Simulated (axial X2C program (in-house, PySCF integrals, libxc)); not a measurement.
# Spin–orbit effects along a row: molecules with Li (ions), HF

Computed with an axial X2C code built on PySCF integrals, spin-free (one-electron X2C) or two-component (2c: spin–orbit coupling with atomic mean-field Coulomb and Gaunt terms, which also bring small scalar terms), in Dyall basis sets with cores contracted in-house; open shells are unrestricted.

Basis sets: As dyall-acv3z, Br dyall-acv3z, Ca dyall-acv3z, Cu dyall-av3z, Ge dyall-acv3z, Li dyall-av3z, Mn dyall-acv3z, Se dyall-acv3z.

```tsv
molecule	spin-free state	Re (Å)	ωe (cm⁻¹)	De (eV)	2c state	Re 2c (Å)	ωe 2c (cm⁻¹)	De 2c (eV)
LiCa⁻	M_S = 0, Λ = 0	4.016	114.4	0.27	Ω = 0	4.017	114.3	0.26
LiMn⁻	M_S = 5/2, Λ = 0	3.567	124.2	0.34	Ω = 5/2	3.548	121.8	0.35
LiCu⁻	M_S = 1/2, Λ = 0	2.807	193.4	0.80	Ω = 1/2	2.808	193.3	0.80
LiGe⁻	M_S = 1, Λ = 0	2.681	270.6	1.00	Ω = 1	2.682	270.5	1.00
LiAs⁻	M_S = 3/2, Λ = 0	2.558	351.1	n/a	Ω = 3/2	2.557	350.4	n/a
LiSe⁻	M_S = 0, Λ = 0	2.179	591.3	0.98	Ω = 0	2.181	589.4	0.90
LiBr⁻	M_S = 1/2, Λ = 0	2.318	423.2	1.50	Ω = 1/2	2.318	422.7	1.49
```

(1) Work out the shifts from the spin-free to the two-component result.

Fragments in 2c: Ca + Li-, Mn + Li-, Cu- + Li, Ge- + Li, As + Li-, Se- + Li, Br- + Li. Each entry is the lowest single determinant of a limited PBE0 search at one distance. De goes to single-determinant-based atoms at the same level (for ions the charge split of lowest energy) and is withheld (n/a) where an atom does not fit its ground term or J level. Main or longest-lived isotopes. One determinant is a doubtful description, or other states lie close, for LiCa⁻, LiMn⁻, LiCu⁻, LiGe⁻, LiAs⁻; these need not be ground states, and all values refer to the states named. Some open-shell Ω = 0 determinants are out of reach, so the Ω given for LiGe⁻ need not be the lowest component. With several unpaired electrons the Ω given is that of one determinant, not necessarily of the lowest component.

## Answers

(1) 

```csv
molecule,2c state,ΔRe (Å),Δωe (cm⁻¹),ΔDe (eV)
LiCa⁻,Ω = 0,0.001,-0.1,-0.01
LiMn⁻,Ω = 5/2,-0.019,-2.4,0.01
LiCu⁻,Ω = 1/2,0.001,-0.1,0.00
LiGe⁻,Ω = 1,0.001,-0.1,0.00
LiAs⁻,Ω = 3/2,-0.001,-0.7,n/a
LiSe⁻,Ω = 0,0.002,-1.9,-0.08
LiBr⁻,Ω = 1/2,0.000,-0.5,-0.01
```

Shifts of one unit in the last digit are rounding.
